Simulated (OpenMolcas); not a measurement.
# 4d along the 37-electron sequence

```yaml
Program: OpenMolcas 26.06
Method: CASSCF
Basis: ANO-RCC-VTZP
Scalar_Hamiltonian: DKH2, point nucleus
Spin-orbit_coupling: state interaction with AMFI integrals over the reference wave functions, term energies averaged over their components
```

Active space for each ion: 1 electron in 5 orbitals (4d).

Computed levels in cm-1 above 2D 3/2:

```tsv
Level	Nb4+	Mo5+	Tc6+	Ru7+
2D 5/2	1848	2484	3291	4195
weight of 2D in the lowest level (%)	100	100	100	100
```

Measured, with the error of the calculation in %. Measured levels: Nb4+ from Moore, Atomic Energy Levels, vol. II, NSRDS-NBS 35 (1971 reprint of NBS Circular 467, 1952); Mo5+ from Sugar and Musgrove, J. Phys. Chem. Ref. Data 17, 155 (1988).

```csv
Level,Nb4+,Mo5+
2D 5/2,1870 (-1.2),2584 (-3.9)
```

The fine-structure level 2D 5/2 changes by a factor of 2.27 from Nb4+ to Ru7+. Its fourth root runs 6.56, 7.06, 7.57, 8.05, with steps per unit of Z of 0.50, 0.51, 0.47; equal steps would mean a (Z - σ)^4 law with constant σ.

With one active electron the reference holds no correlation, so core polarisation is missing. Measured partners are found by configuration, term and J. A level has none where our copy of the source lacks it or the pairing is in doubt (some pairs that miss far off the trend of their configuration count as doubtful), and it then counts in no deviation. Only configurations of the active space appear.
